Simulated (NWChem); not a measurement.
Species: C$_{2}$H$_{4}$N$_{3}$ cation; SMILES c1n[nH]c[nH+]1

Question: Give the equilibrium geometry at PBE0/def2-SVP (NWChem) as a list of bonds and angles, with the point group.

Answer: point group Cs; any orientation.
Bonds (Å): C1–N2 1.300, C1–N5 1.369, C1–H6 1.090, N2–N3 1.337, N3–C4 1.321, N3–H7 1.021, C4–N5 1.334, C4–H8 1.090, N5–H9 1.020. Bond angles (°): N2–C1–N5 110.2, N2–C1–H6 125.3, N5–C1–H6 124.4, C1–N2–N3 104.6, N2–N3–C4 112.8, N2–N3–H7 119.9, C4–N3–H7 127.3, N3–C4–N5 105.3, N3–C4–H8 127.3, N5–C4–H8 127.4, C1–N5–C4 107.1, C1–N5–H9 127.0, C4–N5–H9 125.8.
